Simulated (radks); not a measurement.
Values are calculated unless marked as measured or tabulated.
Question: N2-, configuration [He] 2s2 2p5. Code: a radial shooting solver on a logarithmic mesh with Libxc functionals. Model: non-relativistic Kohn-Sham, PBEsol, spin-polarised, spherical densities, point nucleus; open shells are filled with parallel spins first; Watson sphere of charge +2 and radius 1.96 bohr. Some entries of the table are withheld. Estimate them.

orbital,occ.,eigenvalue (eV),<r^2> (bohr^2)
1s up,1,(1),0.07204
1s down,1,(2),0.07185
2s up,1,-18.7832,2.402
2s down,1,-17.6517,2.473
2p up,3,-7.6313,(3)
2p down,2,-6.6187,(4)

Answer: 
(1) 1s up eigenvalue (eV): -377.7026
(2) 1s down eigenvalue (eV): -377.2925
(3) 2p up <r^2> (bohr^2): 3.524
(4) 2p down <r^2> (bohr^2): 3.831
